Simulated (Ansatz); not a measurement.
Consider the substitution at a C–C bond: `C=CC(F)F` + `OC(F)CF` → `FCC(F)OC(F)F` + ethylene.

Gas-phase electronic energies from Ansatz, PBE0-D4/def2-TZVP geometries. CCSD(T)/CBS is the MP2 limit (def2-TZVPP, def2-QZVPP) plus CCSD(T) − MP2 in def2-TZVPP, frozen cores. This one scheme is used for every species. Functionals use def2-TZVPP. B3LYP here is the variant with VWN-RPA as its local correlation; programs differ in this. One conformer a species, not always the lowest.

`C=CC(F)F`:

Z-matrix (Å, degrees):
```
C
C 1 1.490
F 1 1.363 2 109.7
F 1 1.354 2 111.8 3 119.1
H 1 1.097 2 112.9 3 -119.4
C 2 1.322 1 123.8 3 -126.3
H 2 1.086 1 114.4 3 54.3
H 6 1.083 2 121.3 1 0.4
H 6 1.083 2 121.1 1 -179.7
```

`OC(F)CF`:

Cartesian coordinates in Å:
```
O 1.249 -0.072 -0.952
C 0.185 0.563 -0.376
F 0.626 1.542 0.498
C -0.713 -0.384 0.389
F 0.068 -1.183 1.203
H 1.626 -0.675 -0.299
H -0.374 1.068 -1.169
H -1.251 -1.030 -0.308
H -1.415 0.171 1.014
```

`FCC(F)OC(F)F`:

Cartesian coordinates in Å:
```
F -2.073 -0.467 1.845
C -1.456 0.362 0.945
C -0.181 -0.286 0.469
F 0.703 -0.402 1.512
O 0.351 0.551 -0.502
C 1.384 0.024 -1.230
F 1.871 1.015 -1.974
F 0.923 -0.937 -2.063
H -1.222 1.314 1.430
H -2.119 0.529 0.093
H -0.356 -1.297 0.085
H 2.175 -0.407 -0.610
```

`C=C`:

Cartesian coordinates in Å:
```
C -0.019 -0.258 -0.609
C 0.019 0.258 0.609
H 0.706 -0.995 -0.938
H -0.777 0.033 -1.328
H -0.706 0.995 0.938
H 0.777 -0.033 1.328
```

Question: Is it downhill or uphill in electronic energy at CCSD(T)/CBS, and by how much? (An estimate is asked.)

Answer: Computed: Uphill: ΔE = +0.15 eV.

Question: What do these levels give: PBE-D4, r2SCAN-D4, PBE0-D4, B3LYP-D4, B2PLYP, PBE0, HF/def2-TZVPP, MP2/def2-TZVPP, HF/def2-QZVPP, MP2/def2-QZVPP, MP2/CBS(def2), CCSD/CBS(def2)? (An estimate is asked.)

Answer: The calculation gave: PBE-D4 0.17, r2SCAN-D4 0.12, PBE0-D4 0.15, B3LYP-D4 0.13, B2PLYP 0.13, PBE0 0.15, HF/def2-TZVPP 0.00, MP2/def2-TZVPP 0.14, HF/def2-QZVPP -0.01, MP2/def2-QZVPP 0.17, MP2/CBS(def2) 0.19, CCSD/CBS(def2) 0.14 eV.

Largest T1 diagnostic among the species: 0.012.

In def2-TZVPP, CCSD(T) changes the Hartree–Fock value by +0.11 eV (the triples alone add +0.01 eV) and MP2 by +0.15 eV.
